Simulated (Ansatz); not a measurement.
Total energies of MgBr2 from Ansatz at PBE-D4/def2-TZVP, gas phase (1 Eh = 27.2114 eV = 2625.5 kJ/mol). The reference geometry is relaxed at r2SCAN-D4/def2-TZVP.

```tsv
state	geometry	energy (Eh)
charge 0 singlet	reference	-5347.64559
charge 1 doublet	reference	-5347.27718
free Mg atom (singlet)	–	-199.94297
free Br atom (doublet)	–	-2573.72072
```

(1) Work out the vertical ionisation energy to the doublet.

(2) What is the binding energy per atom against free atoms?

(1) E(charge 1 doublet) − E(charge 0 singlet) = -5347.27718 − (-5347.64559) = 0.36841 Eh = 10.02 eV. For comparison, −ε of the highest occupied level is 7.21 eV at this level, 2.81 eV less.

(2) Atoms: 1 × (-199.94297) + 2 × (-2573.72072) = -5347.38441 Eh. Binding: -5347.38441 − (-5347.64559) = 0.26118 Eh = 7.11 eV, or 2.37 eV for each of 3 atoms (no zero-point energy, no counterpoise term).

At PBE-D4/def2-TZVP the gap within one spin of the charge 1 doublet nearly closes, so an electron or hole may be smeared out by delocalisation error.
